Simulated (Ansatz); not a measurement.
Ideal-gas functions of `F[Si](F)(F)[SeH]` at 800 K and 1 bar, from an Ansatz frequency run at PBE0-D4/def2-TZVP.

Molar mass 165.05 g/mol, point group Cs (symmetry number 1), electronic degeneracy 1, moments of inertia 124.561, 348.088, 352.392 u Å². Harmonic wavenumbers (cm⁻¹, unscaled): 113, 174, 197, 268, 320, 322, 493, 669, 861, 981, 997, 2441.

Use S(trans) = R[1.5 ln M + 2.5 ln T − 1.1517]; rotational temperatures θ = 24.2544 K / I; S(rot) = R[ln(√π/σ · √(T³/θAθBθC)) + 1.5]; for each mode x = 1.438777 ν̃/T, S = R[x/(eˣ − 1) − ln(1 − e⁻ˣ)] and H = RT x/(eˣ − 1); 1 cm⁻¹ = 0.0119627 kJ/mol; R = 8.31446 J/(mol·K).

By hand: the entropy, in J/(mol·K).

Translation 193.1. Rotation: θ = 0.1947, 0.0697, 0.0688 K, giving 129.6. Vibration, mode by mode: 21.58, 18.01, 16.99, 14.46, 13.02, 12.97, 9.58, 7.26, 5.46, 4.59, 4.49, 0.56, in all 129.0. Electronic 0.0. Sum 451.7 J/(mol·K).

By hand: H − E and G − E in kJ/mol, counted from the electronic energy.

Zero-point energy ½ × 7836 × 0.0119627 = 46.9; thermal vibration 47.7; translation, rotation and pV give 4 RT = 26.6. H − E = 121.2 kJ/mol, and G − E = 121.2 − 800 × 451.7/1000 = -240.2 kJ/mol.

Vibration gives 29 % of the entropy, 21.6 J/(mol·K) of it from the mode under 150 cm⁻¹: soft modes count most, and the harmonic formula is weakest for them. The sum counts one conformer and one mirror image; others add a mixing term.
